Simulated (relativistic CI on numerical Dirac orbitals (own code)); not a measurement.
**Cs16+: sensitivity of the levels to the model**

Base calculation: Dirac-Coulomb-Breit CI, orbitals from a KLI potential per configuration, model QED (radiative potential, 1s self-energy scaled to tabulated hydrogen-like ionisation energies), unscaled Slater integrals.

Configuration list (outside the closed core [Ar] 3d10): 4s2 4p6 4d3, 4s2 4p5 4d4, 4s2 4p6 4d2 4f, 4s 4p6 4d4, 4s2 4p6 4d2 5s, 4s2 4p6 4d2 5p, 4s 4p6 4d3 4f, 4s2 4p6 4d 4f 5s, 4s2 4p6 4d2 5d, 4s2 4p6 4d 5s 5p, 4s2 4p6 4d 4f2, 4s2 4p6 4f3, 4s2 4p6 4f2 5s, 4s2 4p6 4f2 5p, 4s 4p6 4d 4f3, 4p6 4d5, 4p5 4d6, 4s2 4p6 4d 5s2, 4s2 4p6 4f 5s2, 4s2 4p6 5s2 5p, 4s 4p6 4d 4f 5s2. Double excitations out of closed p, d and f shells are left out; levels of such configurations are missing from the list, as are those of other unlisted configurations, and high levels can miss mixing partners. These lack a partner that the ground configuration has and come out too high: 4s2 4p6 4d2 5d.

Variants: (1) valence Slater integrals scaled by 0.9; (2) QED terms removed; (3) only the first 3 configurations. Shifts of the energy above 4s2 4p6 4d3 4F_3/2, in cm⁻¹, for the lowest level and the first level of each name with at least 55 % of one term (blank where a level changes its place among those of its configuration and J or its character, or is not in the variant):

```tsv
Level	Base	Δ(1)	Δ(2)	Δ(3)
4s2 4p6 4d3 4F_3/2	0.0	0.0	0.0	0.0
4s2 4p6 4d3 4F_5/2	13327.9	+448.4	-51.8	-492.1
4s2 4p6 4d3 4F_7/2	24240.5	+172.7	-76.7	-568.2
4s2 4p6 4d3 4F_9/2	31862.7	-613.7	-78.1	-580.8
4s2 4p6 4d3 4P_1/2	36204.5	-1689.3	-45.2	+2724.5
4s2 4p6 4d3 2G_7/2	50671.3	-1899.8	-87.8	+72.8
4s2 4p6 4d3 4P_5/2	52004.6	-1687.8	-90.1	+3067.8
4s2 4p6 4d3 2H_9/2	53491.0	-2025.2	-96.3	-1260.0
4s2 4p6 4d3 2P_1/2	64062.9	-2351.3	-107.4	+2428.5
4s2 4p6 4d3 2H_11/2	72348.5	-3460.6	-113.6	-1885.5
4s2 4p6 4d3 2D_5/2	73773.3	-2769.9	-117.7	+3901.3
4s2 4p6 4d3 2G_9/2	81092.4	-2370.6	-163.9	-630.0
4s2 4p6 4d3 2P_3/2	87716.3	-2654.6	-165.9	+2910.8
4s2 4p6 4d3 2F_5/2	88038.6	-5553.9	-80.9	+3344.8
```

At this charge energies of transitions that change n are usually good to better than 1 %, and those within a shell (Δn = 0) to a few per cent. Terms inside the open d or f shell come out 10 to 20 % too wide with unscaled integrals.

Ionisation energy from the two ground configurations alone: base 412.947 eV; valence Slater integrals scaled by 0.9 412.77 eV. The NIST ASD value (theoretical) is 413 eV.

LS names give the leading component of a level, which can be under half, so a name can repeat, a term be missing and a line seem to break the LS rules.
